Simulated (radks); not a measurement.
The numbers below are computed, except where a source is named.
The nuclear charge of neutral scandium is varied continuously with 21 electrons held in [Ar] 3d1 4s2. Level of theory: scalar-relativistic Kohn-Sham, BLYP, spin-unpolarised, spherical densities, finite nucleus; Fermi nuclear charge, rms radius 3.5459 fm (a radial shooting solver on a logarithmic mesh with Libxc functionals). By the Hellmann-Feynman theorem dE/dZ = E(electron-nucleus)/Z, the electronic potential at the nucleus (averaged over a nucleus of fixed radius). The scalar-relativistic energy here is not variational (the density holds large components alone), so the two differ by a part that grows with Z.

Z      E (hartree)  E(electron-nucleus)/Z (hartree)  HOMO  e(HOMO) (eV)  <r> HOMO (bohr)
20.75   -742.85367                         -85.1031    3d        -0.853            2.177
21      -764.30888                         -86.4478    3d        -3.106            1.868
21.25   -786.09987                         -87.7860    4s        -5.737            3.491
21.5    -808.22542                         -89.1203    4s        -7.613            3.303
21.75   -830.68473                         -90.4520    4s        -9.649            3.140
22      -853.47730                         -91.7820    4s       -11.837            2.996

The central difference of E at Z = 21 is -86.492 hartree, to compare with the third column; the second derivative is -5.37 hartree.
